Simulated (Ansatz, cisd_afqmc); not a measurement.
Species: BHF, charge 1, singlet. BHF+ (parent SMILES [BH]F, singlet).
B3LYP-D3(BJ)/def2-TZVP minimum from Ansatz (an electronic-structure program):
```xyz
3

B      0.0000     0.0000    -0.6502
F      0.0000     0.0000     0.5641
H      0.0000     0.0000    -1.8264
```
Charge +1, spin multiplicity 1.

Total energies in aug-cc-pVDZ, 10 correlated electrons, 2 frozen orbitals. Radicals and triplets start from unrestricted determinants; spin-orbit coupling is neglected. Cores are frozen in correlated methods. No relativity. The Monte Carlo rows (phaseless AFQMC, CISD trial, step 0.005/hartree) carry one-sigma bars that omit the constraint's bias. Outlying blocks are dropped, and bars are widened where a walk drifts. Over all cases where full CI ran beside it in this data, AFQMC minus full CI had a median of +0.1 mEh and passed +0.4 mEh in a tenth of the cases. The spin of HBF+ (parent SMILES [BH]F, singlet) was assumed, and the state is the lowest solution found for it.

```
method         program         energy (Eh)  minus CCSDTQ (mEh)
----------  ----------  ------------------  ------------------
HF              Ansatz          -124.41145              278.73
MP2             Ansatz          -124.67280               17.39
CCSD            Ansatz          -124.68273                7.46
CCSD(T)         Ansatz          -124.68939                0.80
CCSDT(Q)        Ansatz          -124.69025               -0.06
CCSDTQ          Ansatz          -124.69019                0.00
AFQMC/CISD  cisd_afqmc  -124.6900 ± 0.0004           0.2 ± 0.4
```

Rough core times of Ansatz's runs on a shared machine: CCSD(T) under 20 s, CCSDT(Q) 30 s, CCSDTQ 10 min.
